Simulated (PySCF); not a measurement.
UHF on Si⁺ (silicon, charge +1)

Configuration: [Ne] 3s2 3p1, 2P determinant. All numbers are calculated (PySCF 2.14, the spin-free X2C one-electron Hamiltonian (Gaussian nucleus), in jorge-DZP-DKH).

- Total energy: -289.169773 hartree
- One-electron energy: -396.6680 hartree
- Hartree (Coulomb) energy: 127.6329 hartree
- Exchange energy: -20.1347 hartree
- ⟨S²⟩: 0.7625
- ⟨L²⟩: 2.038
- Sum of ⟨r⟩: 11.22 bohr
- Sum of ⟨r²⟩: 20.27 bohr²
- Traceless quadrupole moment −½Σ⟨3z² − r²⟩ along its main axis: -2.94 e·bohr²
- Langevin diamagnetic susceptibility: -16.1 ×10⁻⁶ cm³/mol
- Time after the integrals: 0.06 s of wall time on 1 thread of Neoverse-V1 (shared host)

| shell | electrons | mean orbital energy (hartree) | spread (hartree) | rms radius, mean of both spins (bohr) |
| --- | --- | --- | --- | --- |
| 1s α | 1 | -69.34067 | 0 | 0.129 |
| 1s β | 1 | -69.33392 | 0 | 0.129 |
| 2s α | 1 | -6.54051 | 0 | 0.613 |
| 2s β | 1 | -6.53304 | 0 | 0.613 |
| 2p α | 3 | -4.61439 | 0.01410 | 0.599 |
| 2p β | 3 | -4.60089 | 0.01654 | 0.599 |
| 3s α | 1 | -0.88614 | 0 | 2.25 |
| 3s β | 1 | -0.79835 | 0 | 2.25 |
| 3p α | 1 | -0.59311 | 0 | 2.69 |

Densities and radii are taken from the X2C orbitals without a picture-change correction, which distorts them close to the nucleus.
